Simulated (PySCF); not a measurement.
H₄MgO₂Si. Atoms are numbered in the order given.

```xyz
8

Mg     0.0000     0.0000     1.2541
O      0.0000     0.0000     3.0134
H      0.0000     0.0000     3.9657
O      0.0000     0.0000    -0.5458
Si     0.0000     0.0000    -2.1828
H     -1.2084    -0.6977    -2.7324
H      1.2084    -0.6977    -2.7324
H      0.0000     1.3954    -2.7324
```
Charge 0, spin multiplicity 1.

Coordinates come from a r2SCAN-D4/def2-SVP optimisation. The values are those of a single conformer.

All values below come from IEF-PCM-B3LYP/def2-SVP (PySCF 2.14.0).

The values are the electrostatic part of the solvation free energy, E(continuum) − E(gas) at the gas-phase geometry, in a cavity of scaled van der Waals radii (PySCF's table); cavitation and dispersion terms are not included. A continuum can't describe solvent molecules that bind to the metal. In vacuum the orbital gap is 6.13 eV. The dipole moment in vacuum is 2.06 D.

Computed values in water (ε = 78.36), 1-octanol (ε = 9.86), dichloromethane (ε = 8.93):
```json
[
 {"solvent": "water", "ε": "78.36", "ΔG(elec) (kcal/mol)": "-10.7", "dipole (D)": "2.45", "gap (eV)": "6.62"},
 {"solvent": "1-octanol", "ε": "9.86", "ΔG(elec) (kcal/mol)": "-9.3", "dipole (D)": "2.40", "gap (eV)": "6.56"},
 {"solvent": "dichloromethane", "ε": "8.93", "ΔG(elec) (kcal/mol)": "-9.1", "dipole (D)": "2.40", "gap (eV)": "6.56"}
]
```
